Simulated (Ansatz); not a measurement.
```yaml
crystal:
  periodic: [false, false, false]
  atoms:
    - {symbol: C, position_ang: [1.596490, -1.791572, 0.821011]}
    - {symbol: C, position_ang: [0.833056, -0.930678, 0.442543]}
    - {symbol: Si, position_ang: [-0.309991, 0.379721, -0.068620]}
    - {symbol: Cl, position_ang: [-1.995563, -0.472227, -0.821264]}
    - {symbol: Cl, position_ang: [0.587493, 1.517658, -1.494476]}
    - {symbol: H, position_ang: [-0.669484, 1.233098, 1.074606]}
basis:
  gaussian: {orbitals: STO-3G, fitting: {mean_field: cc-pVTZ-jkfit}}
magnetization: {spin_polarized: true, initial_magnetization: 2}
hamiltonian: {xc: {name: CAM-B3LYP}}
output: {forces: true}
```

```sh
$ ansatz run in.yaml --threads 4 --pin off --events-out ev --progress --plain --max-ram 10444MiB
```

Shortened log:

```
Error: a molecule whose nuclei and cores have a total charge of 61 cannot have a net charge of 0 together with 2 unpaired electrons
```

Something in this input is off. What?

The number of unpaired electrons doesn't fit the electron count. The input was rejected before any iteration.
